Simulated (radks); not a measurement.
Spherical jellium clusters: N electrons in a uniform positive sphere of charge N and radius rs N^(1/3), rs = 4.07 bohr. Calculated with a radial shooting solver with Libxc functionals: non-relativistic Kohn-Sham, LDA (Slater exchange, Perdew-Wang correlation), spin-polarised, spherical densities. Levels are named by radial order and angular momentum (1s, 1p, 1d, 2s, ...), and open shells are averaged over m. Each electron was tried in the lowest free levels, single moves between levels near the top were tried too, and the lowest total energy was kept; such a search can miss a lower state. Energies include the self-energy of the background; IP and EA are vertical (highest electron removed, lowest free level filled), at fixed background; spill-out counts the electrons outside the background radius R, and alpha is the static dipole polarisability from linear response (closed shells only). A dash means not computed or, for alpha, an open shell; in EA it means that no bound solution was reached, which is typical of self-interaction and does not show that the anion is unstable. Real open-shell clusters deform, which this model forbids.

\begin{tabular}{lrrrrr}
N & open shells & 2S & E(N+1) + E(N-1) - 2E(N) (eV) & IP (eV) & -e(HOMO) (eV) \\ \hline
1 & 1s(up 1, down 0) & 1 & - & - & 2.976 \\
2 & none & 0 & 1.068 & 5.205 & 3.152 \\
3 & 1p(up 1, down 0) & 1 & -0.628 & 3.766 & 2.121 \\
4 & 1p(up 2, down 0) & 2 & -0.441 & 4.294 & 2.628 \\
5 & 1p(up 3, down 0) & 3 & 0.295 & 4.587 & 2.953 \\
6 & 1p(up 3, down 1) & 2 & -0.358 & 4.163 & 2.690 \\
7 & 1p(up 3, down 2) & 1 & -0.259 & 4.442 & 2.976 \\
8 & none & 0 & 1.160 & 4.623 & 3.182 \\
9 & 1d(up 1, down 0) & 1 & -0.259 & 3.393 & 2.092 \\
10 & 1d(up 2, down 0) & 2 & -0.221 & 3.632 & 2.342 \\
11 & 1d(up 3, down 0) & 3 & -0.189 & 3.820 & 2.544 \\
12 & 1d(up 4, down 0) & 4 & -0.162 & 3.970 & 2.711 \\
13 & 1d(up 5, down 0) & 5 & 0.329 & 4.092 & 2.851 \\
14 & 1d(up 5, down 1) & 4 & -0.173 & 3.725 & 2.544 \\
15 & 1d(up 5, down 2) & 3 & -0.148 & 3.873 & 2.702 \\
16 & 1d(up 5, down 3) & 2 & -0.129 & 3.996 & 2.836 \\
17 & 1d(up 5, down 4) & 1 & -0.112 & 4.098 & 2.951 \\
18 & none & 0 & 0.212 & 4.184 & 3.050 \\
19 & 2s(up 1, down 0) & 1 & 0.201 & 3.947 & 2.838 \\
20 & none & 0 & 0.392 & 3.746 & 2.676 \\
21 & 1f(up 1, down 0) & 1 & -0.120 & 3.370 & 2.315 \\
22 & 1f(up 2, down 0) & 2 & -0.110 & 3.473 & 2.426 \\
23 & 1f(up 3, down 0) & 3 & - & 3.565 & 2.526 \\
\end{tabular}

All shells are closed at N = 2, 8, 18, 20 (there: 1s2 1p6 1d10 2s2); the second difference of the energy has clear peaks (12 % above both neighbours; the first and last values, which can be the largest, are not judged, and half-filled shells can peak too) at N = 5, 8, 13, 20.
